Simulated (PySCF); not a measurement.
How PBE and PBE0 compare on the HOMO–LUMO gap of the Kohn–Sham levels of molecules with a metal or metalloid centre.

Values in eV, from PySCF. Where two bases are given, the first is that of PBE. PBE0 is a level with its own limits.

```tsv
system	basis	PBE	PBE0	PBE − PBE0
Si(Me)3(OH) singlet	def2-TZVP	6.49	8.70	-2.21
Al(All)2(Me) singlet	def2-SVP	3.45	5.33	-1.87
CN(C)[SiH2][SiH2]N singlet	def2-SVP	4.14	6.33	-2.18
Ge(Cl)2 singlet	def2-TZVP	3.19	5.02	-1.83
Zr(Cl)3(OH) singlet	def2-TZVP	5.13	7.29	-2.16
In(OH)2(tBu) singlet	def2-SVP	3.80	5.77	-1.97
B(Vi)(OEt)2 singlet	def2-SVP	5.26	7.55	-2.30
Ge(OMe)(SH) singlet	def2-TZVP	3.26	5.09	-1.83
C[Si](C)(C)[NH][Al]([OH])[OH] singlet	def2-SVP	4.69	6.99	-2.31
B(H)(SH)2 singlet	def2-TZVP	4.55	6.58	-2.03
Ge(H)2(SH)2 singlet	def2-TZVP	4.65	6.79	-2.14
diboron tetrachloride singlet	def2-TZVP	4.23	6.47	-2.24
C[Si](C)(C)[SiH2]F singlet	def2-SVP	5.51	7.61	-2.10
B(OH)2(SiMe3) singlet	def2-SVP	5.88	8.10	-2.21
Si(CCH)(H)2(OH) singlet	def2-TZVP	5.48	7.63	-2.16
Al(F)(H)(Ph) singlet	def2-TZVP	4.29	6.03	-1.75
Se(F)4 singlet	def2-TZVP	5.66	8.27	-2.60
[CH3][Al]([CH3])[NH][SiH2]N singlet	def2-SVP	4.83	7.05	-2.22
B(OH)(SiH3)2 singlet	def2-TZVP	3.60	5.67	-2.07
Zr(Cl)4 singlet	def2-TZVP	4.86	7.00	-2.14
B(Me)(OH)(SeH) singlet	def2-TZVP	5.16	7.25	-2.09
Si(H)(Me)(NHMe)2 singlet	def2-SVP	5.59	7.94	-2.34
In(Cl)(OSiH3)2 singlet	def2-TZVP	3.57	5.92	-2.36
Zn(Cl)(I) singlet	def2-TZVP	4.24	6.24	-2.00
```

The mean difference from PBE0 is -2.13 eV (median -2.15) and the mean absolute one 2.13 eV (median 2.15); PBE lies above in 0 and below in 24 of 24 cases. It is closest for Al(F)(H)(Ph) singlet (-1.75), Ge(OMe)(SH) singlet (-1.83), Ge(Cl)2 singlet (-1.83) and furthest off for Se(F)4 singlet (-2.60), In(Cl)(OSiH3)2 singlet (-2.36), Si(H)(Me)(NHMe)2 singlet (-2.34).
